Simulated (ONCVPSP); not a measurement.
## cobalt: one change to an ONCV potential, before and after

* Element: Co
* Generator: ONCVPSP 4.0.1
* Type: optimised norm-conserving Vanderbilt (ONCV)
* Functional: PBE
* Relativity: scalar-relativistic
* Frozen core: [Ne]
* Valence charge: 17
* Reference configuration: 3s2 3p6 3d7 4s2
* Partial waves: 3s+4s: rc 1.35 bohr, ncon 4, nbas 8, qcut 6.7 1/bohr, 2 projectors; 3p: rc 0.80 bohr, ncon 4, nbas 9, qcut 8.7 1/bohr, 2 projectors, debl 1.5 Ha; 3d: rc 1.15 bohr, ncon 4, nbas 8, qcut 13.4 1/bohr, 2 projectors, debl 1.6 Ha
* Local potential: polynomial inside 0.70 bohr (lpopt 5, dvloc0 0 Ha)
* Core correction: none

In the p channel the program set the typed energies aside and used -2.412, 0.250 Ha.

All-electron outer shells of the reference configuration (PBE, scalar-relativistic, ld1.x):

| shell | level (eV) | outermost node (bohr) | outermost maximum (bohr) |
| --- | --- | --- | --- |
| 2p | -769.94 | – | 0.17 |
| 3s | -102.40 | 0.31 | 0.66 |
| 3p | -65.64 | 0.28 | 0.68 |
| 3d | -8.20 | – | 0.66 |
| 4s | -5.47 | 0.96 | 2.32 |

Change: all radii scaled by about 0.78 (s 1.06, p 0.62, d 0.90 bohr); local potential polynomial inside 0.54 bohr (lpopt 5, dvloc0 0 Ha).

Cutoffs: the cutoffs (Ha) at which the residual kinetic energy of the hardest occupied pseudo-wave falls to 1 and 0.1 mHa per electron; they do not see the model core or the augmentation charge, which bear on the density cutoff. Errors are all-electron minus pseudo energies relative to the spin-unpolarised reference configuration.

Question: Predict the effect on cutoff, ghosts and configuration errors.

Answer: The potential gets neither clearly harder nor softer (71 Ha and 376 Ha → 132 Ha and 360 Ha); of the 4 tests that both files solve, the error grows in 1 and shrinks in 2 by more than 15 % and 0.3 meV (median size 2.7 → 3.1 meV); neither file shows a bound ghost.

| quantity | base | changed |
| --- | --- | --- |
| cutoff, loose | 71 Ha | 132 Ha |
| cutoff, tight | 376 Ha | 360 Ha |
| loose cutoff by channel | s 13 Ha, p 52 Ha, d 71 Ha | s 132 Ha, p 119 Ha, d 89 Ha |
| bound ghosts | none | none |
| GHOST(+) flags under 300 eV | s at 237.0 eV | s at 246.4 eV |
| error for 3s2 3p6 3d7 4s1, meV [ΔE 9.03 eV] | -0.1 | -0.1 |
| error for 3s2 3p6 3d7 4s0, meV [ΔE 25.82 eV] | +1.8 | +1.5 |
| error for 3s2 3p6 3d6 4s0, meV [ΔE 61.69 eV] | -3.6 | -4.6 |
| error for 3s1 3p6 3d7 4s2, meV [ΔE 110.50 eV] | -195 | -51 |
